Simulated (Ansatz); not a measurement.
C₄H₁₁O₂, charge +1, singlet, at a GFN2-xTB geometry. Base run: BLYP/STO-3G in Ansatz (a first-principles code).

Here is a job for Ansatz.
Ansatz 0.2 input:
```yaml
crystal:
  periodic: [false, false, false]
  atoms:
    - {symbol: C, position_ang: [-2.15155968, -1.05435310, -0.18700047]}
    - {symbol: O, position_ang: [-1.03706568, -0.60282853, 0.56491278]}
    - {symbol: C, position_ang: [-0.74096859, 0.75977972, 0.44396047]}
    - {symbol: C, position_ang: [0.32326333, 1.03534935, -0.63017207]}
    - {symbol: O, position_ang: [1.64623900, 0.69231972, -0.08650531]}
    - {symbol: C, position_ang: [1.87356508, -0.73366169, 0.08883428]}
    - {symbol: H, position_ang: [-3.06051875, -0.52494889, 0.10758144]}
    - {symbol: H, position_ang: [-2.25908821, -2.11062448, 0.04540578]}
    - {symbol: H, position_ang: [-1.99283928, -0.93152040, -1.26253072]}
    - {symbol: H, position_ang: [-0.35610810, 1.09864137, 1.41167953]}
    - {symbol: H, position_ang: [-1.63596451, 1.34445172, 0.20391310]}
    - {symbol: H, position_ang: [0.35300515, 2.09951916, -0.86576621]}
    - {symbol: H, position_ang: [0.13060297, 0.44812033, -1.53217384]}
    - {symbol: H, position_ang: [2.34477065, 1.05032971, -0.67154185]}
    - {symbol: H, position_ang: [2.80548219, -0.85117473, 0.63889335]}
    - {symbol: H, position_ang: [1.04210989, -1.13125798, 0.67311258]}
    - {symbol: H, position_ang: [1.92936068, -1.25015116, -0.86956641]}
basis:
  gaussian:
    orbitals: STO-3G
hamiltonian:
  xc: blyp
total_charge: 1
```

The base run was repeated with changes; each row names its change, and settings that it needs were set with it.

| change | E (Eh) |
|---|---|
| base | -305.08651 |
| functional = blyp; dispersion = d3bjatm | ___ |
| functional = pbe0 | ___ |
| functional = pbe0; dispersion = d3bjatm | -304.97173 |
| functional = hse06 | -304.94487 |
| functional = PBE-QIDH | -304.65322 |
| functional = SVWN5 | -302.66584 |
| functional = wB97X-V | -305.22689 |
| functional = cam_b3lyp | ___ |
| functional = B2GP-PLYP | -304.66842 |
| functional = b3lyp5 | -305.08110 |
| functional = pbe; dispersion = d4 | ___ |
| functional = b3lyp | -305.26557 |

Q: Fill in the missing entries.

A: 
- functional = blyp; dispersion = d3bjatm, E (Eh): -305.11078
- functional = pbe0, E (Eh): -304.96154
- functional = cam_b3lyp, E (Eh): -305.10629
- functional = pbe; dispersion = d4, E (Eh): -304.89286

Absolute energies of different levels of theory aren't comparable as measures of quality.
